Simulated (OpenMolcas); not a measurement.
## V3+: ligand-field states by method

V3+ with 3 ligands (oxide) in trigonal planar coordination (D3h) at 1.82 Å. A charge of +1 e stands 2.4 Å behind each ligand. Ligand basis ANO-RCC-VDZP.

```yaml
Program: OpenMolcas 26.06
Basis: ANO-RCC-VDZP [5s4p2d1f]
Scalar_Hamiltonian: DKH2, point nucleus
Active_space: 2 electrons in 5 orbitals (3d)
State_averaging: 2S+1 = 3 even, 10 roots; 2S+1 = 1 even, 15 roots
Spin-orbit_coupling: RASSI with atomic mean-field integrals over the reference wave functions
```

I. CASSCF
II. SS-CASPT2, IPEA 0.25 Eh, imaginary shift 0.1 Eh (closed shells correlated: 3s 3p and the ligand valence shells)
III. SS-CASPT2, IPEA 0.25 Eh, real shift 0.3 Eh (closed shells correlated: 3s 3p and the ligand valence shells)

Spin-free states (labels of D3, the rotations of D3h) in cm-1, each column counted from its own energy of the first state listed:

| State | Degeneracy | I | II | III |
| --- | --- | --- | --- | --- |
| 3E | 2 | 0 | 0 | 0 |
| 3A2 | 1 | 2483 | 5970 | 5840 |
| 1A1 | 1 | 5708 | 940 | 1020 |
| 3E | 2 | 9113 | 10480 | 10440 |
| 1E | 2 | 9732 | 6170 | 6250 |
| 1E | 2 | 14481 | 13500 | 13500 |
| 3A1 | 1 | 15585 | 18310 | 18250 |
| 3A2 | 1 | 15626 | 18230 | 18170 |
| 3E | 2 | 22817 | 22640 | 22670 |
| 1E | 2 | 22819 | 19650 | 19770 |
| 1A1 | 1 | 23656 | 21300 | 21370 |
| 1E | 2 | 27870 | 26200 | 26300 |
| 1A1 | 1 | 32478 | 31210 | 31250 |
| 1A2 | 1 | 32896 | 31540 | 31600 |
| 3A2 | 1 | 41473 | 42930 | 42890 |
| 1E | 2 | 47464 | 47450 | 47460 |
| 1A1 | 1 | 60424 | 54960 | 55070 |

From I to II, I's first state of the same spin (3A2) moves from 2483 to 5970 cm-1, by about +3500 cm-1.

From I to II, I's first state of another spin (1A1) moves from 5708 to 940 cm-1, by about -4800 cm-1.

χT at 300 K: I 0.93, II 0.91, III 0.91 cm3 K/mol.

Roots that are degenerate in the reference are averaged as groups; the widest CASPT2 spread within a group is 220 cm-1 (the 2-fold group of multiplicity 3 near 10500 cm-1 above the lowest state of its run, II). Shifts and gaps below about the spread of the groups concerned are not significant. Over all roots computed the reference weight is 0.74 to 0.75 in II; a low but even weight reflects the number of correlated electrons. An orbital doublet at a regular site is open to a Jahn-Teller distortion, which this geometry leaves out. The least metal-like active orbital is 85 % on the metal (Löwdin) and no ligand orbital is active, so the numbers are rough. The oxide ions are held by bare point charges, a crude embedding. Ligand-to-metal charge-transfer states are missing. With no ligand orbital active B as a rule stays too high, so bands that hang on it stand too high and its fall with covalency is understated. Without dynamic correlation the repulsion within the d shell is too large (B by tens of per cent), so at a given field states of lower spin stand too high (holds for I). With metal d orbitals alone and no dynamic correlation the field as a rule comes out too small, by tens of per cent, by up to half for chloride and softer ligands (holds for I). No measured value stands beside these numbers; the geometry is a model, was not optimised and need not be the one that this ion takes.
